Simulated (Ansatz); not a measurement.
Molecule: dichloro-bis(sulfanyl)silane, sum formula SiH$_{2}$S$_{2}$Cl$_{2}$ (charge 0, singlet). 
Structure (B3LYP-D3(BJ)/def2-TZVP (Ansatz, an electronic-structure program) minimum search):
SMILES: S[Si](S)(Cl)Cl
```xyz
7

S      1.8872     0.0742    -0.9528
Si    -0.0040     0.0035     0.0024
S     -1.1892    -1.4799    -0.9477
Cl     0.1202    -0.4107     2.0125
Cl    -0.7777     1.8926    -0.1880
H      2.1641    -1.2148    -0.6822
H     -2.0997    -1.5372     0.0415
```

Property: vertical ionisation energy (to the doublet state of charge +1; each state is the SCF solution reached for its spin), in eV. Cores are frozen in the correlated levels unless marked. UHF or UKS for open shells. Spin-orbit coupling is left out. Non-relativistic. Basis-set limits of correlation are two-point, X^-3; Hartree-Fock from the larger set. [CCSD(T)-MP2]/basis is that difference in the basis named.

```tsv
level	program	vertical ionisation energy (eV)
HF/aug-cc-pV(D+d)Z	Ansatz	9.35
PBE/def2-TZVPD	Ansatz	9.52
```

Q: Predict the RI-MP2/CBS(aug-cc-pV(T+d)Z,aug-cc-pV(Q+d)Z)+[CCSD(T)-MP2]/aug-cc-pV(T+d)Z result (Ansatz).

A: 10.45 eV, so PBE/def2-TZVPD differs from it by -0.93 eV.
